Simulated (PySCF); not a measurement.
C₃H₇NSi, SMILES CC1=NC[SiH2]1.

Geometry optimised at PBE0-D3(BJ)/def2-SVP. This is a generated structure with no PubChem entry under its InChIKey; it may be hypothetical.

Level of theory: ωB97X/def2-TZVP in PySCF.

Symmetry labels are those of the subgroup Cs that the program uses (full group Cs).

Computed valence orbital energies around the gap with their symmetry:
```json
[
 {"orbital": "HOMO−7", "symmetry": "A'", "energy (eV)": "-15.13"},
 {"orbital": "HOMO−6", "symmetry": "A'", "energy (eV)": "-14.28"},
 {"orbital": "HOMO−5", "symmetry": "A\"", "energy (eV)": "-14.22"},
 {"orbital": "HOMO−4", "symmetry": "A'", "energy (eV)": "-13.14"},
 {"orbital": "HOMO−3", "symmetry": "A\"", "energy (eV)": "-12.25"},
 {"orbital": "HOMO−2", "symmetry": "A'", "energy (eV)": "-10.94"},
 {"orbital": "HOMO−1", "symmetry": "A\"", "energy (eV)": "-10.64"},
 {"orbital": "HOMO", "symmetry": "A'", "energy (eV)": "-9.11"},
 {"orbital": "LUMO", "symmetry": "A\"", "energy (eV)": "1.78"},
 {"orbital": "LUMO+1", "symmetry": "A'", "energy (eV)": "1.90"},
 {"orbital": "LUMO+2", "symmetry": "A'", "energy (eV)": "3.04"},
 {"orbital": "LUMO+3", "symmetry": "A'", "energy (eV)": "3.59"}
]
```
